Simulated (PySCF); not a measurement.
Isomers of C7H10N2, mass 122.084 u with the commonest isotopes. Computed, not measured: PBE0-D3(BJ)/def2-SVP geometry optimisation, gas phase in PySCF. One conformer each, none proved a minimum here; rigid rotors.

Task: Order these by rotational constant B, smallest first.
A. `[CH3:1]/[N:2]=[CH:3]\[C:4]([C:5]#[N:6])=[C:7]([CH3:8])[CH3:9]` with N2–C3–C4–C5 -38°
B. `[CH3:1][N:2]([CH3:3])/[CH:4]=[CH:5]/[CH:6]=[CH:7]/[C:8]#[N:9]` with C4–C5–C6–C7 180°
C. `[CH3:1][c:2]1[cH:3][cH:4][n:5][n:6]1[CH:7]1[CH2:8][CH2:9]1` with N5–N6–C7–C8 52°
D. `[CH3:1][CH2:2][NH:3][c:4]1[cH:5][cH:6][cH:7][cH:8][n:9]1` with C1–C2–N3–C4 -78°, C2–N3–C4–C5 173°

Result: B (508.2 MHz), D (1074 MHz), A (1280 MHz), C (1444 MHz).

Task: Order these by out-of-plane moment Σ m c² = (Ia + Ib − Ic)/2, largest first.
A. `[CH3:1][c:2]1[cH:3][cH:4][n:5][n:6]1[CH:7]1[CH2:8][CH2:9]1` with N5–N6–C7–C8 52°
B. `[CH3:1]/[N:2]=[CH:3]\[C:4]([C:5]#[N:6])=[C:7]([CH3:8])[CH3:9]` with N2–C3–C4–C5 -38°
C. `[CH3:1][CH2:2][NH:3][c:4]1[cH:5][cH:6][cH:7][cH:8][n:9]1` with C1–C2–N3–C4 -78°, C2–N3–C4–C5 173°
D. `[CH3:1][N:2]([CH3:3])/[CH:4]=[CH:5]/[CH:6]=[CH:7]/[C:8]#[N:9]` with C4–C5–C6–C7 180°

Result: C (22.70 u·Å²), A (21.38 u·Å²), B (19.20 u·Å²), D (3.55 u·Å²).

Task: Order these by rotational constant A, largest first.
A. `[CH3:1][c:2]1[cH:3][cH:4][n:5][n:6]1[CH:7]1[CH2:8][CH2:9]1` with N5–N6–C7–C8 52°
B. `[CH3:1][CH2:2][NH:3][c:4]1[cH:5][cH:6][cH:7][cH:8][n:9]1` with C1–C2–N3–C4 -78°, C2–N3–C4–C5 173°
C. `[CH3:1][N:2]([CH3:3])/[CH:4]=[CH:5]/[CH:6]=[CH:7]/[C:8]#[N:9]` with C4–C5–C6–C7 180°
D. `[CH3:1]/[N:2]=[CH:3]\[C:4]([C:5]#[N:6])=[C:7]([CH3:8])[CH3:9]` with N2–C3–C4–C5 -38°

Result: C (6941 MHz), B (3935 MHz), A (2924 MHz), D (2254 MHz).

```tsv
SMILES	point group	Ia (u·Å²)	Ib (u·Å²)	Ic (u·Å²)	κ	μa (D)	μb (D)	μc (D)
C/N=C\C(C#N)=C(C)C	C1	224.26	394.77	580.62	-0.41	3.50	2.43	0.89
Cc1ccnn1C1CC1	C1	172.82	350.09	480.16	-0.58	0.17	2.54	0.01
CN(C)/C=C/C=C/C#N	–	72.81	994.54	1060.26	-0.99	9.09	0.67	0.13
CCNc1ccccn1	C1	128.44	470.47	553.50	-0.89	0.44	1.78	0.48
```
